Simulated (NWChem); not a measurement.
System: CH₄MgSe; SMILES [CH3][Mg][SeH]

```xyz
7

Mg     0.0093    -1.1716     0.0001
C      0.0186    -3.2585     0.0002
H     -0.8517    -3.6704    -0.5384
H     -0.0080    -3.6683     1.0241
H      0.9221    -3.6609    -0.4887
Se     0.0340     1.2743     0.0000
H     -1.4403     1.2840    -0.0001
```
Atoms are numbered in this order, from 1.

All runs use the structure optimised with PBE0/def2-SVP.

### Question
List the 6 lowest vertical singlet excitations from LDA (Slater exchange, VWN5)/def2-SVP, TDA (NWChem).

### Answer
```tsv
state	energy (eV)	oscillator strength	leading excitation (squared amplitude)
S1	3.94	0.046	HOMO → LUMO (1.00)
S2	4.39	0.000	HOMO → LUMO+1 (0.99)
S3	4.87	0.029	HOMO → LUMO+2 (0.57)
S4	5.01	0.008	HOMO−1 → LUMO+1 (0.97)
S5	5.40	0.006	HOMO−1 → LUMO+2 (0.97)
S6	5.45	0.306	HOMO−1 → LUMO (0.43)
```
